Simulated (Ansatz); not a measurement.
Reaction (formal hydrolysis of the Si–C bond): `C=C(F)[SiH](O)F` + H₂O → `O[SiH](O)F` + `C=CF`

Calculated with Ansatz (gas phase, PBE0-D4/def2-TZVP geometries, no zero-point term in ΔE). CCSD(T)/CBS adds triple-zeta CCSD(T) − MP2 to the extrapolated MP2 energy (def2 sets, frozen cores). This one scheme is used for every species. DFT in def2-TZVPP. One conformer a species, not always the lowest.

`C=C(F)[SiH](O)F`:

Z-matrix (Å, degrees):
```
Si
O 1 1.627
C 1 1.871 2 110.2
F 1 1.593 2 111.4 3 -118.0
H 1 1.473 2 107.0 3 123.8
H 2 0.959 1 118.9 3 60.4
F 3 1.352 1 114.9 2 -168.1
C 3 1.324 1 125.7 2 13.1
H 8 1.084 3 121.8 1 179.0
H 8 1.082 3 119.5 1 -0.2
```

H₂O:

```xyz
3

O    -0.102    0.361    0.106
H     0.000   -0.407    0.672
H     0.102    0.047   -0.778
```

`O[SiH](O)F`:

Z-matrix (Å, degrees):
```
Si
O 1 1.619
F 1 1.595 2 111.7
O 1 1.630 2 108.7 3 118.8
H 1 1.469 2 107.5 3 -117.0
H 2 0.959 1 118.7 3 -79.5
H 4 0.958 1 118.6 2 -158.0
```

`C=CF`:

Cartesian coordinates in Å:
```
C 0.415 0.171 -0.539
C -0.413 -0.107 0.446
F -0.097 -0.957 1.427
H 1.397 -0.280 -0.598
H 0.107 0.867 -1.307
H -1.409 0.305 0.571
```

| level | ΔE (kJ/mol) | difference from CCSD(T)/CBS |
| --- | --- | --- |
| r2SCAN-D4 | -124.2 | -2.7 |
| CAM-B3LYP-D4 | -127.8 | -6.3 |
| B2PLYP | -128.6 | -7.1 |
| r2SCAN | -125.5 | -4.0 |
| PBE0 | -121.6 | -0.1 |
| r2SCANh | -126.9 | -5.4 |
| HF/def2-TZVPP | -144.1 | -22.6 |
| CCSD/def2-TZVPP | -127.3 | -5.8 |
| CCSD(T)/def2-TZVPP | -123.9 | -2.4 |
| SCS-MP2/def2-QZVPP | -126.6 | -5.1 |
| CCSD(T)/CBS | -121.5 | 0 |

Largest T1 diagnostic among the species: 0.012.

The D4 term adds +7.0 kJ/mol with B3LYP and +4.0 kJ/mol with PBE0; it sums over pairs of atoms, weighted by their polarisabilities, and B3LYP, whose exchange is more repulsive, gets the larger term. From BLYP to BHLYP (50 % exact exchange), in def2-TZVPP and without D4, ΔE moves by −10.8 kJ/mol. Leaving LDA and LC-ωPBE aside and taking each functional with its dispersion term where it has one, the values, not all of them listed here, spread over 21.6 kJ/mol, from BHLYP-D4 to revPBE-D4. LDA lies −3.0 kJ/mol from PBE without D4.

B3LYP here is the variant with VWN-RPA as its local correlation; programs differ in this.
